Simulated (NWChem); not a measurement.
System: CH5BeNS; SMILES C[S][Be][NH2]

Output (shortened):

```
             Northwest Computational Chemistry Package (NWChem) 7.3.0
             --------------------------------------------------------

                             Geometry "geometry" -> ""
                             -------------------------

 Output coordinates in angstroms (scale by  1.889725989 to convert to a.u.)

  No.       Tag          Charge          X              Y              Z
 ---- ---------------- ---------- -------------- -------------- --------------
    1 Be                   4.0000     0.17952100    -1.04771100     0.00056900
    2 N                    7.0000    -0.23099900    -2.48893400     0.00157800
    3 H                    1.0000    -0.38545900    -3.05808600    -0.82422300
    4 H                    1.0000    -0.38935300    -3.05494700     0.82884700
    5 S                   16.0000     0.72286300     0.77445700    -0.00006300
    6 C                    6.0000    -0.88743100     1.64888800    -0.00506100
    7 H                    1.0000    -1.47458700     1.41239000    -0.90249000
    8 H                    1.0000    -0.66698600     2.72493400    -0.00873800
    9 H                    1.0000    -1.47668600     1.41861800     0.89259500

 Effective nuclear repulsion energy (a.u.)     122.5190816180

  xc_inp: hfexch multiplicative factor not found.
                              NWChem Property Module
                              ----------------------

  itol2e modified to match energy
  convergence criterion.

                                 NWChem DFT Module
                                 -----------------

 Summary of "ao basis" -> "ao basis" (spherical)
 ------------------------------------------------------------------------------
       Tag                 Description            Shells   Functions and Types
 ---------------- ------------------------------  ------  ---------------------
 Be                          6-31g*                  6       14   3s2p1d
 N                           6-31g*                  6       14   3s2p1d
 H                           6-31g*                  2        2   2s
 S                           6-31g*                  8       18   4s3p1d
 C                           6-31g*                  6       14   3s2p1d

  itol2e modified to match energy
  convergence criterion.

            General Information
            -------------------
          SCF calculation type: DFT
          Wavefunction type:  closed shell.
          No. of atoms     :     9
          No. of electrons :    38
           Alpha electrons :    19
            Beta electrons :    19
          Charge           :     0
          Spin multiplicity:     1
          Use of symmetry is: off; symmetry adaption is: off
          Maximum number of iterations: 150
          AO basis - number of functions:    70
                     number of shells:    36
          Convergence on energy requested:  1.00D-07
          Convergence on density requested:  1.00D-05
          Convergence on gradient requested:  5.00D-04

              XC Information
              --------------
                     Hartree-Fock (Exact) Exchange  1.000

      Superposition of Atomic Density Guess
      -------------------------------------

 Sum of atomic energies:        -506.46760008

      Non-variational initial energy
      ------------------------------

 Total energy =    -508.109393
 1-e energy   =    -938.111763
 2-e energy   =     307.483288
 HOMO         =      -0.298579
 LUMO         =       0.027130

   convergence    iter        energy       DeltaE   RMS-Dens  Diis-err
 ---------------- ----- ----------------- --------- --------- ---------
 d= 0,ls=0.0,diis     1   -507.3802327177 -6.30D+02  8.01D-03  4.37D-01
 d= 0,ls=0.0,diis     2   -507.4361671614 -5.59D-02  2.49D-03  9.98D-02
 d= 0,ls=0.0,diis     3   -507.4480772537 -1.19D-02  1.24D-03  4.73D-03
 d= 0,ls=0.0,diis     4   -507.4492499311 -1.17D-03  3.07D-04  1.89D-04
 d= 0,ls=0.0,diis     5   -507.4493159371 -6.60D-05  1.41D-04  2.71D-05
  Resetting Diis
 d= 0,ls=0.0,diis     6   -507.4493267935 -1.09D-05  4.21D-05  2.49D-06
 d= 0,ls=0.0,diis     7   -507.4493277839 -9.90D-07  6.93D-06  1.88D-07
 d= 0,ls=0.0,diis     8   -507.4493278373 -5.34D-08  3.17D-06  3.89D-08

         Total DFT energy =     -507.449327837266
      One electron energy =     -941.965339815531
           Coulomb energy =      353.469859087971
    Exchange-Corr. energy =      -41.472928727753
 Nuclear repulsion energy =      122.519081618048

 Numeric. integr. density =        0.000000000000

                       DFT Final Molecular Orbital Analysis
                       ------------------------------------

 Vector   17  Occ=2.000000D+00  E=-4.031061D-01
              MO Center=  3.8D-01,  1.7D-01, -3.8D-04, r^2= 3.6D+00
   Bfn.  Coefficient  Atom+Function         Bfn.  Coefficient  Atom+Function
  ----- ------------  ---------------      ----- ------------  ---------------
    40      0.374863  5 S  py                39      0.355811  5 S  px
    17      0.247053  2 N  px                21      0.215933  2 N  px
     4     -0.200209  1 Be py                42      0.190744  5 S  s
    44      0.187345  5 S  py                43      0.167098  5 S  px
    38      0.147697  5 S  s                 36     -0.145150  5 S  py

 Vector   18  Occ=2.000000D+00  E=-3.908827D-01
              MO Center=  1.6D-02, -1.7D+00,  1.2D-03, r^2= 3.3D+00
   Bfn.  Coefficient  Atom+Function         Bfn.  Coefficient  Atom+Function
  ----- ------------  ---------------      ----- ------------  ---------------
    17      0.465640  2 N  px                21      0.423193  2 N  px
    39     -0.223827  5 S  px                40     -0.166953  5 S  py
    18     -0.145015  2 N  py                43     -0.137452  5 S  px
    22     -0.125843  2 N  py                 3      0.113666  1 Be px
    42     -0.110444  5 S  s                 38     -0.094003  5 S  s

 Vector   19  Occ=2.000000D+00  E=-3.444710D-01
              MO Center=  5.7D-01,  6.9D-01, -2.0D-04, r^2= 2.0D+00
   Bfn.  Coefficient  Atom+Function         Bfn.  Coefficient  Atom+Function
  ----- ------------  ---------------      ----- ------------  ---------------
    41      0.637908  5 S  pz                45      0.426024  5 S  pz
    37     -0.241839  5 S  pz                66      0.115608  7 H  s
    70     -0.115983  9 H  s                 55     -0.107733  6 C  pz
     5      0.100370  1 Be pz                65      0.083208  7 H  s
    69     -0.083465  9 H  s                  9      0.054256  1 Be pz

 Vector   20  Occ=0.000000D+00  E= 1.414951D-01
              MO Center= -8.4D-02, -1.8D-01, -1.8D-03, r^2= 4.8D+00
   Bfn.  Coefficient  Atom+Function         Bfn.  Coefficient  Atom+Function
  ----- ------------  ---------------      ----- ------------  ---------------
    56      1.047356  6 C  s                  7      0.645463  1 Be px
    68     -0.386370  8 H  s                 44     -0.361939  5 S  py
     6     -0.331413  1 Be s                 21     -0.292330  2 N  px
    42     -0.290443  5 S  s                 57      0.240300  6 C  px
    66     -0.218430  7 H  s                 70     -0.217411  9 H  s

 Vector   21  Occ=0.000000D+00  E= 1.435215D-01
              MO Center=  1.2D-01, -8.5D-01, -2.7D-03, r^2= 4.2D+00
   Bfn.  Coefficient  Atom+Function         Bfn.  Coefficient  Atom+Function
  ----- ------------  ---------------      ----- ------------  ---------------
     9      0.962884  1 Be pz                45     -0.370423  5 S  pz
     5      0.257281  1 Be pz                66     -0.236024  7 H  s
    70      0.235618  9 H  s                 30      0.211856  3 H  s
    32     -0.212834  4 H  s                 59     -0.212909  6 C  pz
    41     -0.189747  5 S  pz                23     -0.080315  2 N  pz

 Vector   22  Occ=0.000000D+00  E= 1.592818D-01
              MO Center=  3.5D-01, -1.2D+00,  4.8D-03, r^2= 5.1D+00
   Bfn.  Coefficient  Atom+Function         Bfn.  Coefficient  Atom+Function
  ----- ------------  ---------------      ----- ------------  ---------------
     6      1.881803  1 Be s                 20     -0.987172  2 N  s
    42     -0.940228  5 S  s                 44      0.472791  5 S  py
    43      0.366566  5 S  px                30      0.335587  3 H  s
    32      0.334757  4 H  s                 57      0.280551  6 C  px
     2     -0.223852  1 Be s                  7      0.189948  1 Be px

     Multipole analysis of the density
     ---------------------------------

     L   x y z        total         alpha         beta         nuclear
     -   - - -        -----         -----         ----         -------
     0   0 0 0     -0.000000    -19.000000    -19.000000     38.000000

     1   1 0 0     -0.790790     -1.292299     -1.292299      1.793807
     1   0 1 0     -0.607807     -0.411776     -0.411776      0.215744
     1   0 0 1     -0.001208      0.029689      0.029689     -0.060587

     2   2 0 0    -25.225557    -45.981134    -45.981134     66.736712
     2   1 1 0     -1.485284     -0.426604     -0.426604     -0.632076
     2   1 0 1     -0.003012     -0.068663     -0.068663      0.134314
     2   0 2 0    -20.046192   -195.327494   -195.327494    370.608796
     2   0 1 1     -0.006866      0.218855      0.218855     -0.444576
     2   0 0 2    -22.857569    -16.745731    -16.745731     10.633893

          -----------------------------------------
          Chemical Shielding Tensors (GIAO, in ppm)
          -----------------------------------------

                                NWChem CPHF Module
                                ------------------

  scftype          =     RHF
  nclosed          =       19
  nopen            =        0
  variables        =      969
  # of vectors     =        3
  tolerance        = 0.10D-03
  level shift      = 0.00D+00
  max iterations   =       50
  max subspace     =       30

 SCF residual:    1.3565522954495237E-004

Iterative solution of linear equations
  No. of variables      969
  No. of equations        3
  Maximum subspace       30
        Iterations       50
       Convergence  1.0D-04

   iter   nsub   residual    time
   ----  ------  --------  ---------
     1      3    1.64D+00      11.1
     2      6    1.78D-01      12.6
     3      9    2.95D-02      14.1
     4     12    4.61D-03      15.6
     5     15    1.10D-03      17.2
     6     18    2.81D-04      18.7
     7     21    4.02D-05      20.2

      Atom:    1  Be
        Diamagnetic
    145.6005      3.8974     -0.0023
      3.8974    164.6314     -0.0141
     -0.0023     -0.0141    144.5998

        Paramagnetic
    -66.3463     14.3578     -0.0155
     14.3578    -14.2954     -0.0307
     -0.0155     -0.0307    -68.1519

        Total Shielding Tensor
     79.2542     18.2553     -0.0178
     18.2553    150.3360     -0.0448
     -0.0178     -0.0448     76.4478

           isotropic =     102.0127
          anisotropy =      79.1064

          Principal Components and Axis System
                 1           2           3
              154.7502     76.4478     74.8400

      1         0.2350     -0.0039      0.9720
      2         0.9720      0.0016     -0.2350
      3        -0.0006      1.0000      0.0042

      Atom:    2  N
        Diamagnetic
    299.1958      9.3471     -0.0481
      9.3471    331.3701     -0.0036
     -0.0481     -0.0036    313.0346

        Paramagnetic
    -50.6795     -1.8341      0.1401
     -1.8341    -54.4217     -0.0655
      0.1401     -0.0655   -105.3280

        Total Shielding Tensor
    248.5163      7.5130      0.0920
      7.5130    276.9484     -0.0692
      0.0920     -0.0692    207.7066

           isotropic =     244.3904
          anisotropy =      51.6317

          Principal Components and Axis System
                 1           2           3
              278.8116    246.6534    207.7062

      1         0.2407      0.9706     -0.0025
      2         0.9706     -0.2407      0.0013
      3        -0.0006      0.0027      1.0000

      Atom:    3  H
        Diamagnetic
     20.0976      3.2405      2.7687
      3.2405     32.1144     10.2996
      2.7687     10.2996     33.3713

        Paramagnetic
      6.0468     -1.4219     -1.0532
     -1.4219      1.4310     -3.7586
     -1.0532     -3.7586      2.3167

        Total Shielding Tensor
     26.1444      1.8186      1.7155
      1.8186     33.5454      6.5410
      1.7155      6.5410     35.6880

           isotropic =      31.7926
          anisotropy =      14.7761

          Principal Components and Axis System
                 1           2           3
               41.6433     28.0209     25.7135

      1         0.1584      0.1167      0.9805
      2         0.6417      0.7425     -0.1920
      3         0.7504     -0.6596     -0.0427

      Atom:    4  S
        Diamagnetic
   1060.6281     -4.5791      0.0275
     -4.5791   1058.0460     -0.0178
      0.0275     -0.0178   1051.6748

        Paramagnetic
   -302.3430    -68.5676      0.0036
    -68.5676   -216.4419     -0.2453
      0.0036     -0.2453   -276.2229

        Total Shielding Tensor
    758.2851    -73.1467      0.0311
    -73.1467    841.6041     -0.2631
      0.0311     -0.2631    775.4519

           isotropic =     791.7804
          anisotropy =     138.5143

          Principal Components and Axis System
                 1           2           3
              884.1232    775.4515    715.7663

      1        -0.5025     -0.0027      0.8645
      2         0.8645      0.0010      0.5025
      3        -0.0022      1.0000      0.0018

      Atom:    5  C
        Diamagnetic
    258.4519     -6.0143      0.0333
     -6.0143    251.8106     -0.0153
      0.0333     -0.0153    248.6118

        Paramagnetic
    -60.4760     -1.1372     -0.0068
     -1.1372    -61.8072     -0.0034
     -0.0068     -0.0034    -60.6683

        Total Shielding Tensor
    197.9759     -7.1514      0.0266
     -7.1514    190.0034     -0.0187
      0.0266     -0.0187    187.9435

           isotropic =     191.9743
          anisotropy =      15.3042

          Principal Components and Axis System
                 1           2           3
              202.1771    187.9434    185.8023

      1         0.8622     -0.0026      0.5065
      2        -0.5065      0.0001      0.8622
      3         0.0023      1.0000      0.0013

      Atom:    6  H
        Diamagnetic
     32.7770     -0.8892      7.9317
     -0.8892     25.9932      1.4559
      7.9317      1.4559     33.0577

        Paramagnetic
      0.8067     -1.2758     -2.4123
     -1.2758      1.4292     -0.5976
     -2.4123     -0.5976     -2.2306

        Total Shielding Tensor
     33.5837     -2.1650      5.5193
     -2.1650     27.4224      0.8583
      5.5193      0.8583     30.8271

           isotropic =      30.6111
          anisotropy =      11.1277

          Principal Components and Axis System
                 1           2           3
               38.0295     28.9358     24.8678

      1         0.7951     -0.3119     -0.5202
      2        -0.1141      0.7654     -0.6333
      3         0.5957      0.5629      0.5730

      Atom:    7  H
        Diamagnetic
     26.8684     -0.5072      0.0045
     -0.5072     40.8531     -0.0604
      0.0045     -0.0604     24.1574

        Paramagnetic
      1.8830     -1.4788      0.0050
     -1.4788     -2.3711      0.0114
      0.0050      0.0114      0.8917

        Total Shielding Tensor
     28.7514     -1.9861      0.0095
     -1.9861     38.4820     -0.0490
      0.0095     -0.0490     25.0492

           isotropic =      30.7609
          anisotropy =      12.1666

          Principal Components and Axis System
                 1           2           3
               38.8719     28.3617     25.0490

      1        -0.1926      0.9813     -0.0006
      2         0.9813      0.1926      0.0036
      3        -0.0036     -0.0000      1.0000
```

Level: Hartree-Fock/6-31G* (spherical d), GIAO. Structure relaxed at the PBE0/def2-SVP level. The output numbers the shielded atoms by their place in the input's list. The printed shielding anisotropy is the first printed principal value minus the mean of the other two.

### Question
Which NWChem input produces such a log?

### Answer
This is not unique; one that fits is the input that was run:
```
start job
memory heap 200 mb stack 900 mb global 1100 mb
geometry units angstroms noautosym nocenter noautoz
  Be     0.179521    -1.047711     0.000569
  N     -0.230999    -2.488934     0.001578
  H     -0.385459    -3.058086    -0.824223
  H     -0.389353    -3.054947     0.828847
  S      0.722863     0.774457    -0.000063
  C     -0.887431     1.648888    -0.005061
  H     -1.474587     1.412390    -0.902490
  H     -0.666986     2.724934    -0.008738
  H     -1.476686     1.418618     0.892595
end
basis spherical
  * library 6-31g*
end
dft
  xc hfexch
  iterations 150
end
property
  shielding 7 1 2 3 5 6 7 8
end
task dft property
```
